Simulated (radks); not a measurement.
Values are calculated unless marked as measured or tabulated.
Question: W51+, 23 electrons, occupied as [Ar] 3d5 (the NIST ground configuration). Code: a radial shooting solver on a logarithmic mesh with Libxc functionals. Model: Dirac Kohn-Sham, PBE, spin-unpolarised, spherical densities, finite nucleus; open shells fill j = l - 1/2 first; Fermi nuclear charge, rms radius 5.3658 fm. Some entries of the table are withheld. Estimate them.

| orbital | occ. | eigenvalue (hartree) | r(max) (bohr) |
|---|---|---|---|
| 1s1/2 | 2 | (1) | 0.01146 |
| 2s1/2 | 2 | -554.5077 | 0.06572 |
| 2p1/2 | 2 | -536.2074 | (2) |
| 2p3/2 | 4 | -486.0065 | (3) |
| 3s1/2 | 2 | -204.5465 | 0.1807 |
| 3p1/2 | 2 | -197.0296 | (4) |
| 3p3/2 | 4 | -184.9081 | (5) |
| 3d3/2 | 4 | -173.3361 | 0.1403 |
| 3d5/2 | 1 | -170.5803 | 0.1438 |

Answer: 
(1) 1s1/2 eigenvalue (hartree): -2666.853
(2) 2p1/2 r(max) (bohr): 0.04884
(3) 2p3/2 r(max) (bohr): 0.05562
(4) 3p1/2 r(max) (bohr): 0.1685
(5) 3p3/2 r(max) (bohr): 0.1813
